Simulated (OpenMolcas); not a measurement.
W3+ among 2 point charges of -1 e arranged as a linear pair (D∞h), 2.05 Å from the ion.

- Program: OpenMolcas 26.06
- Method: CASSCF
- Basis: ANO-RCC-VTZP [8s7p5d3f2g1h]
- Scalar Hamiltonian: DKH2, point nucleus
- Active space: 3 electrons in 5 orbitals (5d)
- State averaging: 2S+1 = 4 even, 10 roots; 2S+1 = 2 even, 40 roots
- Spin-orbit coupling: state interaction with AMFI integrals over the reference wave functions

Problem. What is the spin-free ground state (labels by Λ)?

Solution. 4Π, 2-fold in its orbital part, 80 % from free-ion F terms; it has the highest spin that d3 allows.

Problem. Where is the first state of the same spin?

Solution. 4Σ at 458 cm-1 above the ground state. The two act as a nearly degenerate pair, with unquenched orbital momentum.

Problem. What are the lowest two levels with spin-orbit coupling?

Solution. A 2-fold level with g = 0.15, 0.15, 0.93, then a 2-fold level 2304 cm-1 above it. Their leading multiplicities are 4 (89 %) and 4 (95 %).

Problem. What is χT at 300 K?

Solution. 0.08 cm3 K/mol.

Spin-orbit coupling mixes the spin-free states strongly: the lowest level takes only 50 % from its leading state, 4Π. Without dynamic correlation the repulsion within the d shell is too large (B by tens of per cent), so at a given field states of lower spin stand too high. Point charges carry no covalency, so the field is a model and not that of real ligands. No measured value stands beside these numbers.
